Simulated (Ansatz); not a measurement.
Reactions of CH8OSi2 (`CO[SiH2][SiH3]`).

Computed with Ansatz on PBE0-D4/def2-TZVP structures; ΔE is electronic, products minus reactants. CCSD(T)/CBS adds triple-zeta CCSD(T) − MP2 to the extrapolated MP2 energy (def2 sets, frozen cores). This one scheme is used for every species, atoms too. DFT in def2-TZVPP. Open shells (•) are unrestricted, without spin–orbit coupling. Spin–orbit coupling would lower the free atoms: a little for C, O, Si. For Se outer-core shells are correlated without core-valence functions, so the limit isn't a true one: a few kJ/mol of doubt a bond, and 10 to 20 or more in all where bonds break to atoms. Scalar relativity is left out up to krypton. One conformer a species, not always the lowest.

```csv
reaction,r2SCAN-D4 (eV),HF/CBS(def2) (eV),CCSD(T)/CBS(def2) (eV)
`CO[SiH2][SiH3]` + `N[SiH3]` → `CO[SiH2][SiH2]N` + SiH₄,0.05,0.12,0.06
`CO[SiH2][SiH3]` + `[SiH3]S` → `CO[SiH2]S[SiH3]` + SiH₄,-0.85,-0.83,-0.87
`CO[SiH2][SiH3]` → C• + 8 H• + O• + 2 Si•,41.31,31.08,41.43
`CO[SiH2][SiH3]` → `[CH2]` (triplet) + `O[SiH2][SiH3]`,3.75,2.58,3.97
`CO[SiH2][SiH3]` + `O[SiH2]O` → `O[SiH2]O[SiH2][SiH3]` + CH₃OH,-0.14,-0.18,-0.15
`CO[SiH2][SiH3]` + `NC(F)S` → `CSC(N)F` + `O[SiH2][SiH3]`,-0.64,-0.48,-0.66
`CO[SiH2][SiH3]` + H₂Se → `CO[SiH2][SeH]` + SiH₄,-0.71,-0.80,-0.75
`CO[SiH2][SiH3]` + `B[SeH]` → `B[Se][SiH2][SiH3]` + CH₃OH,0.24,0.45,0.22
`CO[SiH2][SiH3]` → `[SiH3]`• + `CO[SiH2]`•,3.16,2.48,3.46
`CO[SiH2][SiH3]` → SiH₄ + `CO[SiH]`,1.96,1.66,1.79
```

Largest T1 diagnostic: 0.015, for `CO[SiH]`.
